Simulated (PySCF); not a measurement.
PySCF input (HF/def2-TZVPD):

```python
from pyscf import gto, scf, dft

mol = gto.M(
    atom='''
    Si   -0.22616666   -0.00386913   -0.74656501
    Br    0.07976918    0.06910528    1.42134257
    N     1.58770873   -0.24708024   -1.30538619
    N    -0.63497342    1.37235197   -1.61718593
    N    -1.07144936   -1.36530419   -1.21538620
    H     1.64396133   -0.30692492   -2.32421359
    H     2.20520408    0.50945542   -1.00477947
    H    -1.60089990    1.52123349   -1.87589094
    H    -0.15397762    2.25508396   -1.52006489
    H    -1.50073663   -1.47144084   -2.12239775
    H    -1.35663364   -2.07848406   -0.56217880
    H     1.96849251   -1.11321287   -0.91984650
    ''',
    basis='def2-tzvpd',
    charge=1,
    spin=0,
    verbose=4,
)

mf = scf.RHF(mol).density_fit(auxbasis='def2-universal-jkfit')
mf.conv_tol = 1e-9
mf.max_cycle = 100
mf.max_memory = 1500
mf.kernel()
if not mf.converged:
    mf = mf.newton()
    mf.kernel(mf.make_rdm1())
mf.analyze()
```

End of the output:

```
Extra cycle  E= -3028.80506755451  delta_E= -2e-11  |g|= 3.28e-06  |ddm|= 1.11e-05
converged SCF energy = -3028.80506755451
**** SCF Summaries ****
Total Energy =                       -3028.805067554513698
Nuclear Repulsion Energy =             457.418529722533776
One-electron Energy =                -5109.566748674932569
Two-electron Energy =                 1623.343151397885322
Two-electron Coulomb Energy =         1755.694462932813394
DFT Exchange-Correlation Energy =     -132.351311534928072
HOMO-LUMO gap [eV] =                    13.140208971849979
**** MO energy ****
MO #1   energy= -490.177081742477  occ= 2
MO #2   energy= -69.0264044479529  occ= 2
MO #3   energy= -65.3192669813475  occ= 2
MO #4   energy= -58.6741098854699  occ= 2
MO #5   energy= -58.6733259785025  occ= 2
MO #6   energy= -58.6733186733008  occ= 2
MO #7   energy= -15.8415291713699  occ= 2
MO #8   energy= -15.7191639483755  occ= 2
MO #9   energy= -15.7174190443839  occ= 2
MO #10  energy= -9.99216321779631  occ= 2
MO #11  energy= -7.60269592684095  occ= 2
MO #12  energy= -7.59836681546984  occ= 2
MO #13  energy= -7.59830566149001  occ= 2
MO #14  energy= -6.36602773166484  occ= 2
MO #15  energy= -4.47402485840336  occ= 2
MO #16  energy= -4.47373437274186  occ= 2
MO #17  energy= -4.47314322426759  occ= 2
MO #18  energy= -3.34462967443866  occ= 2
MO #19  energy= -3.34233790364153  occ= 2
MO #20  energy= -3.34227014680031  occ= 2
MO #21  energy= -3.33702182901159  occ= 2
MO #22  energy= -3.33701869585545  occ= 2
MO #23  energy= -1.44852122650557  occ= 2
MO #24  energy= -1.33635147410669  occ= 2
MO #25  energy= -1.30794263980181  occ= 2
MO #26  energy= -1.17682673527794  occ= 2
MO #27  energy= -0.92440984073268  occ= 2
MO #28  energy= -0.921208246515812 occ= 2
MO #29  energy= -0.913510922863236 occ= 2
MO #30  energy= -0.849984851504314 occ= 2
MO #31  energy= -0.835846983717275 occ= 2
MO #32  energy= -0.785393086116393 occ= 2
MO #33  energy= -0.773879148086892 occ= 2
MO #34  energy= -0.686366349944826 occ= 2
MO #35  energy= -0.61134622968873  occ= 2
MO #36  energy= -0.604072465178709 occ= 2
MO #37  energy= -0.584052658759041 occ= 2
MO #38  energy= -0.577145235220075 occ= 2
MO #39  energy= -0.0942514582477401 occ= 0
MO #40  energy= -0.052536342169498 occ= 0
MO #41  energy= -0.048160464995979 occ= 0
MO #42  energy= -0.0395548993298723 occ= 0
MO #43  energy= -0.0252051633702093 occ= 0
MO #44  energy= -0.0166202887317856 occ= 0
MO #45  energy= -0.0101766699302391 occ= 0
MO #46  energy= -0.00805146013506825 occ= 0
MO #47  energy= 0.00252664043017973 occ= 0
MO #48  energy= 0.0120393317155004 occ= 0
MO #49  energy= 0.0208376776440906 occ= 0
MO #50  energy= 0.0325751145180514 occ= 0
MO #51  energy= 0.0379023197540228 occ= 0
MO #52  energy= 0.0438883183883214 occ= 0
MO #53  energy= 0.0521859842800232 occ= 0
MO #54  energy= 0.064285598252247  occ= 0
MO #55  energy= 0.0658868182061341 occ= 0
MO #56  energy= 0.0768880112364432 occ= 0
MO #57  energy= 0.0826543123810246 occ= 0
MO #58  energy= 0.0851655329457452 occ= 0
MO #59  energy= 0.101225014618673  occ= 0
MO #60  energy= 0.109170616728803  occ= 0
MO #61  energy= 0.12717861970779   occ= 0
MO #62  energy= 0.129825790182743  occ= 0
MO #63  energy= 0.142500464706144  occ= 0
MO #64  energy= 0.146949952353049  occ= 0
MO #65  energy= 0.155928771418128  occ= 0
MO #66  energy= 0.159747594299345  occ= 0
MO #67  energy= 0.164658728247554  occ= 0
MO #68  energy= 0.17792305030669   occ= 0
MO #69  energy= 0.18619086601528   occ= 0
MO #70  energy= 0.191954011584715  occ= 0
MO #71  energy= 0.200244275975943  occ= 0
MO #72  energy= 0.204376662580857  occ= 0
MO #73  energy= 0.212721929846744  occ= 0
MO #74  energy= 0.216196774084539  occ= 0
MO #75  energy= 0.22151157876479   occ= 0
MO #76  energy= 0.236255793096546  occ= 0
MO #77  energy= 0.240088750133004  occ= 0
MO #78  energy= 0.247950998722394  occ= 0
MO #79  energy= 0.252730718251548  occ= 0
MO #80  energy= 0.262182322792087  occ= 0
MO #81  energy= 0.267050501766554  occ= 0
MO #82  energy= 0.278187771705528  occ= 0
MO #83  energy= 0.286070976921372  occ= 0
MO #84  energy= 0.28665002736887   occ= 0
MO #85  energy= 0.293044342258374  occ= 0
MO #86  energy= 0.299743652675324  occ= 0
MO #87  energy= 0.309021993873398  occ= 0
MO #88  energy= 0.317123197498396  occ= 0
MO #89  energy= 0.325227702561145  occ= 0
MO #90  energy= 0.336845623784243  occ= 0
MO #91  energy= 0.338815956806338  occ= 0
MO #92  energy= 0.349020986468547  occ= 0
MO #93  energy= 0.359378819730822  occ= 0
MO #94  energy= 0.370985095625014  occ= 0
MO #95  energy= 0.387834866404289  occ= 0
MO #96  energy= 0.40395859910086   occ= 0
MO #97  energy= 0.430207754751179  occ= 0
MO #98  energy= 0.431234894576842  occ= 0
MO #99  energy= 0.447005389114889  occ= 0
MO #100 energy= 0.45109453698036   occ= 0
MO #101 energy= 0.465345410535724  occ= 0
MO #102 energy= 0.469906126127714  occ= 0
MO #103 energy= 0.480659383442348  occ= 0
MO #104 energy= 0.487267486457654  occ= 0
MO #105 energy= 0.499477074236714  occ= 0
MO #106 energy= 0.529340720402383  occ= 0
MO #107 energy= 0.541480709723107  occ= 0
[...]
```

It need not be the lowest isomer of its formula.
